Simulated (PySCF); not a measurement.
Stepwise substitution at one centre (Al SiH3-SH). Gas-phase values, no solvent. One relaxed conformer stands for each flexible species; it need not be the lowest. Strings in code marks are SMILES.

The S1 excitation (TDA) from two functionals at the same geometries (PBE0-D3(BJ)/def2-TZVP), both in PySCF: PBE-D3(BJ)/def2-TZVP and M06-2X/def2-TZVP. Excitations are Tamm–Dancoff values on a coarser integration grid. The basis has no diffuse functions, so Rydberg states are missing or too high.

| species | PBE-D3(BJ)/def2-TZVP (eV) |
|---|---|
| 0 of 3 SiH3 replaced by SH | 3.14 |
| 1 of 3 SiH3 replaced by SH (`[SH][Al]([SiH3])[SiH3]` (Si–Al–S–H torsion 0°)) | 3.76 |
| 3 of 3 SiH3 replaced by SH (`[SH][Al]([SH])[SH]`) | 5.09 |

What does M06-2X/def2-TZVP give for each?


- 0 of 3 SiH3 replaced by SH: 3.36
- 1 of 3 SiH3 replaced by SH (`[SH][Al]([SiH3])[SiH3]` (Si–Al–S–H torsion 0°)): 3.96
- 3 of 3 SiH3 replaced by SH (`[SH][Al]([SH])[SH]`): 5.77
Over these rows, drawn at random from the members with no instability flagged (it was tested for open shells, ions and some series alone), PBE minus M06-2X: mean -0.37 eV, from -0.68 eV to -0.20 eV.
